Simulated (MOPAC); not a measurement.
A run for MOPAC: PM6 on CH8GeSi (SMILES C[SiH2][GeH3]), a point of a torsion scan.

```
PM6 1SCF PRECISE CHARGE=0 THREADS=1
CH8GeSi

C     -1.59756557 1     0.67391059 1    -0.12807952 1
Si    -0.43726006 1    -0.80872485 1     0.11021686 1
Ge     1.78589190 1    -0.08702913 1     0.00095535 1
H     -2.64070317 1     0.37610151 1    -0.08438682 1
H     -1.43483931 1     1.42393548 1     0.64183442 1
H     -1.42918274 1     1.14987256 1    -1.09082087 1
H     -0.70244750 1    -1.43365102 1     1.41150665 1
H     -0.69669259 1    -1.80631288 1    -0.93463163 1
H      2.19324956 1     0.93247734 1     1.02557602 1
H      2.81994005 1    -1.16016886 1     0.17361525 1
H      2.19851768 1     0.56494668 1    -1.28740132 1
```

The log:

```
*******************************************************************************
 **                                                                           **
 **                              MOPAC v23.2.5                                **
 **                                                                           **
 *******************************************************************************
 ** MOPAC's Digital Object Identifier: https://doi.org/10.5281/zenodo.6511958 **
 **                                                                           **
 ** Please cite the open-source release paper for use of this MOPAC version:  **
 ** J. E. Moussa and J. J. P. Stewart (2026)                                  **
 ** MOPAC: An open-source semiempirical molecular orbital program             **
 ** J. Open Source Softw., 11(119), 8025, https://doi.org/10.21105/joss.08025 **
 *******************************************************************************

                              PM6 CALCULATION RESULTS

 *******************************************************************************
 *  PM6        - The PM6 Hamiltonian to be used
 *
 *
 *
 *                 CHARGE ON SYSTEM = 0
 *
 *
 *
 *  PRECISE    - TIGHTER CRITERIA TO BE USED
 *  1SCF       - DO 1 SCF AND THEN STOP
 *  THREADS=1  - MULTI-THREADING NOT USED
 *  T=         - A TIME OF 172800.0 SECONDS REQUESTED
 *  DUMP=N     - RESTART FILE WRITTEN EVERY 7200.0 SECONDS REQUESTED
 *******************************************************************************
PM6 1SCF PRECISE CHARGE=0 THREADS=1
 CH8GeSi

   ATOM   CHEMICAL          X               Y               Z
  NUMBER   SYMBOL      (ANGSTROMS)     (ANGSTROMS)     (ANGSTROMS)

     1       C         -1.59756557  *   0.67391059  *  -0.12807952  *
     2      Si         -0.43726006  *  -0.80872485  *   0.11021686  *
     3      Ge          1.78589190  *  -0.08702913  *   0.00095535  *
     4       H         -2.64070317  *   0.37610151  *  -0.08438682  *
     5       H         -1.43483931  *   1.42393548  *   0.64183442  *
     6       H         -1.42918274  *   1.14987256  *  -1.09082087  *
     7       H         -0.70244750  *  -1.43365102  *   1.41150665  *
     8       H         -0.69669259  *  -1.80631288  *  -0.93463163  *
     9       H          2.19324956  *   0.93247734  *   1.02557602  *
    10       H          2.81994005  *  -1.16016886  *   0.17361525  *
    11       H          2.19851768  *   0.56494668  *  -1.28740132  *



          CARTESIAN COORDINATES

    NO.       ATOM           X           Y           Z

     1         C         -1.5976      0.6739     -0.1281
     2        Si         -0.4373     -0.8087      0.1102
     3        Ge          1.7859     -0.0870      0.0010
     4         H         -2.6407      0.3761     -0.0844
     5         H         -1.4348      1.4239      0.6418
     6         H         -1.4292      1.1499     -1.0908
     7         H         -0.7024     -1.4337      1.4115
     8         H         -0.6967     -1.8063     -0.9346
     9         H          2.1932      0.9325      1.0256
    10         H          2.8199     -1.1602      0.1736
    11         H          2.1985      0.5649     -1.2874

 General Reference for PM6:
 "Optimization of Parameters for Semiempirical Methods V: Modification of NDDO Approximations
 and Application to 70 Elements", J. J. P. Stewart, J. Mol. Mod., 13, 1173-1213 (2007)
 URL: https://link.springer.com/article/10.1007/s00894-007-0233-4

           Empirical Formula: C H8 Si Ge  =    11 atoms



      MOLECULAR POINT GROUP   :   Cs


      RHF CALCULATION, NO. OF DOUBLY OCCUPIED LEVELS = 10


 -------------------------------------------------------------------------------
 PM6 1SCF PRECISE CHARGE=0 THREADS=1
 CH8GeSi



     1SCF WAS SPECIFIED, SO BFGS WAS NOT USED
     SCF FIELD WAS ACHIEVED


                              PM6 CALCULATION
                                                       MOPAC v23.2.5 Linux




          FINAL HEAT OF FORMATION =        217.38421 KCAL/MOL =     909.53554 KJ/MOL


          COSMO AREA              =        132.93 SQUARE ANGSTROMS
          COSMO VOLUME            =        127.56 CUBIC ANGSTROMS

          IONIZATION POTENTIAL    =         10.004380 EV
          HOMO LUMO ENERGIES (EV) =        -10.004  0.099
          NO. OF FILLED LEVELS    =         10
          MOLECULAR WEIGHT        =        120.7497         POINT GROUP:  Cs

          MOLECULAR DIMENSIONS (Angstroms)

            Atom       Atom       Distance
            H    10    H     4     5.67850
            H    11    H     7     3.89522
            H     8    H     9     3.75400


          SCF CALCULATIONS        =          1





   ATOM   CHEMICAL          X               Y               Z
  NUMBER   SYMBOL      (ANGSTROMS)     (ANGSTROMS)     (ANGSTROMS)

     1       C         -1.59756557  *   0.67391059  *  -0.12807952  *
     2      Si         -0.43726006  *  -0.80872485  *   0.11021686  *
     3      Ge          1.78589190  *  -0.08702913  *   0.00095535  *
     4       H         -2.64070317  *   0.37610151  *  -0.08438682  *
     5       H         -1.43483931  *   1.42393548  *   0.64183442  *
     6       H         -1.42918274  *   1.14987256  *  -1.09082087  *
     7       H         -0.70244750  *  -1.43365102  *   1.41150665  *
     8       H         -0.69669259  *  -1.80631288  *  -0.93463163  *
     9       H          2.19324956  *   0.93247734  *   1.02557602  *
    10       H          2.81994005  *  -1.16016886  *   0.17361525  *
    11       H          2.19851768  *   0.56494668  *  -1.28740132  *

                             CARTESIAN COORDINATES

   1    C       -1.597565570     0.673910590    -0.128079520
   2   Si       -0.437260060    -0.808724850     0.110216860
   3   Ge        1.785891900    -0.087029130     0.000955350
   4    H       -2.640703170     0.376101510    -0.084386820
   5    H       -1.434839310     1.423935480     0.641834420
   6    H       -1.429182740     1.149872560    -1.090820870
   7    H       -0.702447500    -1.433651020     1.411506650
   8    H       -0.696692590    -1.806312880    -0.934631630
   9    H        2.193249560     0.932477340     1.025576020
  10    H        2.819940050    -1.160168860     0.173615250
  11    H        2.198517680     0.564946680    -1.287401320


           Empirical Formula: C H8 Si Ge  =    11 atoms



      MOLECULAR POINT GROUP   :   Cs


                  EIGENVALUES
 -25.03618 -19.91352 -17.41795 -14.03090 -13.90994 -12.12923 -12.00798 -11.15860
 -10.97943 -10.00438   0.09859   0.49496   1.14613   1.48436   1.77897   1.78381
   2.52332   2.55765   3.31416   4.20541   4.52397   4.66114   5.94543   5.94821
   7.12685


              NET ATOMIC CHARGES AND DIPOLE CONTRIBUTIONS

  ATOM NO.   TYPE          CHARGE      No. of ELECS.   s-Pop       p-Pop       d-Pop
    1          C          -0.753634        4.7536     1.07504     3.67859
    2         Si           0.361589        3.6384     1.20728     1.91909     0.51205
    3         Ge          -0.708956        4.7090     1.21054     3.49842
    4          H           0.191852        0.8081     0.80815
    5          H           0.192601        0.8074     0.80740
    6          H           0.192599        0.8074     0.80740
    7          H           0.032760        0.9672     0.96724
    8          H           0.032759        0.9672     0.96724
    9          H           0.152830        0.8472     0.84717
   10          H           0.152783        0.8472     0.84722
   11          H           0.152816        0.8472     0.84718
 DIPOLE           X         Y         Z       TOTAL
 POINT-CHG.    -1.068    -1.082     0.169     1.530
 HYBRID         0.655     1.390    -0.219     1.552
 SUM           -0.413     0.308    -0.050     0.518


          ATOMIC ORBITAL ELECTRON POPULATIONS

     Atom    s        px        py        pz      x^2-y^2     xz        z^2       yz        xy
    1  C   1.07504   1.22487   1.25572   1.19800
    2 Si   1.20728   0.54532   0.61893   0.75484   0.08541   0.02728   0.10433   0.19760   0.09743
    3 Ge   1.21054   1.20947   1.14681   1.14213
    4  H   0.80815
    5  H   0.80740
    6  H   0.80740
    7  H   0.96724
    8  H   0.96724
    9  H   0.84717
   10  H   0.84722
   11  H   0.84718

 **********************
 *                    *
 * JOB ENDED NORMALLY *
 *                    *
 **********************




 == MOPAC DONE ==
```

The run finished.

Cost: very roughly 0.020 core-seconds.
